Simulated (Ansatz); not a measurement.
`[Cl][In]([Cl])[SeH]` and `[SH][In]([Cl])[Cl]` differ in one element.

Ansatz, PBE0-D4/def2-TZVP geometries, multiplicity 1. Each molecule was computed in one conformer, which needn't be the lowest.

Elements past krypton have def2 core potentials. Scalar relativity is left out up to krypton.

```csv
property,`[Cl][In]([Cl])[SeH]`
HOMO–LUMO gap (B3LYP/def2-TZVPP) / eV,4.88
size of the dipole moment (ωB97M-V/def2-TZVPP) / D,1.97
LUMO energy (B3LYP/def2-TZVPP) / eV,-2.80
size of the dipole moment (B3LYP/def2-TZVPP) / D,2.07
LUMO energy (ωB97M-V/def2-TZVPP) / eV,-0.61
HOMO energy (B3LYP/def2-TZVPP) / eV,-7.68
```

**Question.** Give the same properties after the change, and the shifts. (An estimate is asked.)

**Answer.** The calculation gave: 
| property | `[SH][In]([Cl])[Cl]` | shift |
| --- | --- | --- |
| HOMO–LUMO gap (B3LYP/def2-TZVPP) / eV | 5.28 | 0.40 |
| size of the dipole moment (ωB97M-V/def2-TZVPP) / D | 1.67 | -0.30 |
| LUMO energy (B3LYP/def2-TZVPP) / eV | -2.76 | 0.04 |
| size of the dipole moment (B3LYP/def2-TZVPP) / D | 1.73 | -0.34 |
| LUMO energy (ωB97M-V/def2-TZVPP) / eV | -0.53 | 0.08 |
| HOMO energy (B3LYP/def2-TZVPP) / eV | -8.04 | -0.36 |

Dipoles are sizes alone; their direction can turn.

B3LYP here is the variant with VWN-RPA as its local correlation; programs differ in this.

Spin–orbit coupling is left out; it splits and shifts lone-pair levels of the heavy atoms by tenths of an eV.
